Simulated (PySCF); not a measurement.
## Excitation energy of Tl by level of theory

Tl [Xe] 4f14 5d10 6s2 6p1 (2P) → Tl [Xe] 4f14 5d10 6s1 6p2 (4P), as a difference of total energies. Calculation: PySCF 2.14, in x2c-TZVPPall with one added diffuse shell each of s, p, d, f type (12s8p7d4f, 99 functions); scalar relativity by spin-free X2C-1e. Correlated levels: valence: [Xe] 4f14 5d10 frozen. The calculations carry no spin-orbit coupling.

```
           method  excitation energy (cm⁻¹)
              UHF                     35082
    MP2 (valence)                     39318
SCS-MP2 (valence)                     40972
   CCSD (valence)                     40600
CCSD(T) (valence)                     40694
```

Spin-orbit coupling is strong in these open shells (close to jj coupling). The scalar numbers leave it out and a first-order estimate fails, so it can dominate the gap to the real levels.
